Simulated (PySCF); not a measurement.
## Nickel: a sound run and one with changed settings

Sound run: Ni²⁺ [Ar] 3d8, Ni³⁺ [Ar] 3d7. Computed with PySCF 2.14 in cc-pVDZ-DK, with scalar relativity by spin-free X2C-1e. The sound run starts from symmetry-adapted Hartree-Fock orbitals and uses a fine grid where one is needed.

Changed run: radial step 0.3 in ln r (0.13 in the sound run). This setting is unsound on purpose.

```
species  method  sound run (hartree)  changed run (hartree)  converged
   Ni²⁺     UHF          -1518.24135            -1518.24135        yes
   Ni²⁺     PBE          -1519.34821            -1519.35048        yes
   Ni²⁺    BP86          -1519.83078            -1519.83235        yes
   Ni³⁺     UHF          -1517.03276            -1517.03276        yes
   Ni³⁺     PBE          -1518.02960            -1518.03156        yes
   Ni³⁺    BP86          -1518.50806            -1518.50946        yes
```

Ionisation energy of Ni²⁺:

| method | sound run (eV) | changed run (eV) |
| --- | --- | --- |
| UHF | 32.887 | 32.887 |
| PBE | 35.881 | 35.890 |
| BP86 | 35.993 | 35.998 |

A coarse radial grid mis-integrates the density and the exchange-correlation energy, with errors of either sign; Hartree-Fock needs no grid.

For comparison, NIST gives 35.187 ± 0.019 eV between the lowest levels.
